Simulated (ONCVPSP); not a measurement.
## Reading a pseudo-wave (H (Z = 1))

Columns: radius, all-electron u(r) and pseudo u(r) of the 1s shell (level -6.33 eV) of hydrogen in the configuration 1s1; PBEsol, scalar-relativistic, ONCV scheme, ONCVPSP 4.0.1.

```
r (bohr)  all-electron  pseudo
   0.068        0.1194  0.0953
   0.135        0.2217  0.1865
   0.202        0.3100  0.2728
   0.270        0.3870  0.3540
   0.338        0.4526  0.4279
   0.405        0.5072  0.4930
   0.473        0.5535  0.5506
   0.540        0.5913  0.5979
   0.608        0.6225  0.6358
   0.675        0.6470  0.6631
   0.742        0.6661  0.6815
   0.810        0.6805  0.6927
   0.878        0.6905  0.6987
   0.945        0.6967  0.7012
   1.013        0.6996  0.7016
   1.080        0.6995  0.7002
   1.148        0.6969  0.6971
   1.215        0.6922  0.6922
   1.283        0.6854  0.6855
   1.350        0.6772  0.6772
   1.418        0.6673  0.6673
   1.485        0.6565  0.6565
   1.553        0.6444  0.6444
   1.620        0.6317  0.6317
   1.688        0.6181  0.6181
   1.755        0.6041  0.6041
```

(1) How many radial nodes do the two functions have?

(2) At about which radius was the pseudo-wave matched?

(3) Where does each function peak?

(4) Is the pseudo-wave norm-conserving?

Answers

(1) The all-electron 1s function has n − l − 1 = 0; the pseudo-wave has 0.

(2) 1.35 bohr. The columns agree to 0.0005 from 1.15 bohr on; several derivatives are matched, so the curves merge somewhat inside the radius.

(3) Outermost all-electron maximum near 1.01 bohr, pseudo maximum near 1.01 bohr (to the table’s step).

(4) Yes: the ONCV scheme keeps the norm inside the radius equal to the all-electron one, which fixes the energy derivative of the logarithmic derivative at the level.
